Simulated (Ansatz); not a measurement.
C6H6O, charge -1, doublet, geometry from GFN2-xTB (a state made from the parent by changing its charge; the spin is typed, not shown lowest) (a gas-phase anion, which may not be bound at this level); CAM-B3LYP/def2-SVP run with Ansatz (a program for electronic structure).

The Ansatz input:
Ansatz 0.2 input:
```yaml
crystal:
  periodic: [false, false, false]
  atoms:
    - {symbol: O, position_ang: [2.30324766, -0.29044936, -0.28643210]}
    - {symbol: C, position_ang: [0.91161207, -0.12210984, -0.11657696]}
    - {symbol: C, position_ang: [0.08230356, -1.14396439, -0.51884983]}
    - {symbol: C, position_ang: [-1.35179185, -0.97435132, -0.34554535]}
    - {symbol: C, position_ang: [-1.82996128, 0.19529056, 0.21165716]}
    - {symbol: C, position_ang: [-0.99354446, 1.21468726, 0.61234545]}
    - {symbol: C, position_ang: [0.44236935, 1.05263351, 0.44230941]}
    - {symbol: H, position_ang: [2.70457944, 0.51868873, 0.04940787]}
    - {symbol: H, position_ang: [0.48497307, -2.04922457, -0.95231280]}
    - {symbol: H, position_ang: [-2.02104399, -1.76934461, -0.65687925]}
    - {symbol: H, position_ang: [-2.90810189, 0.31686675, 0.33928197]}
    - {symbol: H, position_ang: [-1.37718144, 2.13113254, 1.04953689]}
    - {symbol: H, position_ang: [1.12486915, 1.84236136, 0.75038290]}
basis:
  gaussian:
    orbitals: def2-SVP
hamiltonian:
  xc: cam_b3lyp
total_charge: -1
magnetization: {spin_polarized: true, initial_magnetization: 1}
```

It wrote (shortened):

```
Functional definition: CAM-B3LYP
1439 factors; their error is unknown
330 factors; integrals over basis functions are off by at most 8.1e-6 eV
mean field evaluation 1: about -8350.4573 eV, gradient 2.8e1 eV
mean field evaluation 2: about -8351.5377 eV, gradient 2.6e1 eV
mean field evaluation 4: about -8354.5888 eV, gradient 1.4e0 eV
mean field evaluation 8: about -8354.5981 eV, gradient 1.2e-1 eV
mean field evaluation 16: about -8354.5607 eV, gradient 2.5e-3 eV
mean field evaluation 32: about -8354.3261 eV, gradient 1.6e0 eV
mean field -8354.56071106 eV, -307.0244432067 hartree, gradient 9.1e-6 eV, S^2 0.767768; 2 other end points of the search recorded, 0 dependent functions left out
reference -8354.56083551 eV, -307.0244477804 hartree; 26, 25 occupied and 102, 103 virtual orbitals, 1439 factors
Total energy: -8354.56083551 eV, -307.0244477804 hartree
```
